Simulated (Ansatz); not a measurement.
Reactions of silicon tetrachloride (`Cl[Si](Cl)(Cl)Cl`).

Computed with Ansatz on PBE0-D4/def2-TZVP structures; ΔE is electronic, products minus reactants. CBS: MP2 limit from def2 TZ/QZ plus the TZ coupled-cluster correction, frozen cores. This one scheme is used for every species. Elements past krypton have def2 core potentials. For Ge, I, Se outer-core shells are correlated without core-valence functions, which leaves a few kJ/mol of doubt a bond. Scalar relativity is left out up to krypton. Each species was taken in one conformer, which may not be the lowest.

```
                                                                                       reaction  MP2/CBS(def2) (eV)  CCSD(T)/CBS(def2) (eV)
`Cl[Si](Cl)(Cl)Cl` + `CC(C)(C)[Se][Si](C)(C)C` → `C[Si](C)(C)[Se][Si](Cl)(Cl)Cl` + `CC(C)(C)Cl`                0.14                    0.13
                                       `Cl[Si](Cl)(Cl)Cl` + `FBF` → `FB(F)[Si](Cl)(Cl)Cl` + HCl                1.37                    1.24
                                       `Cl[Si](Cl)(Cl)Cl` + GeH₄ → `Cl[Si](Cl)(Cl)[GeH3]` + HCl                0.81                    0.74
                                             `Cl[Si](Cl)(Cl)Cl` + H–F → `F[Si](Cl)(Cl)Cl` + HCl               -0.40                   -0.49
                                              `Cl[Si](Cl)(Cl)Cl` + HI → `Cl[Si](Cl)(Cl)I` + HCl                0.06                    0.13
```

Largest T1 diagnostic: 0.013, for `FBF`.
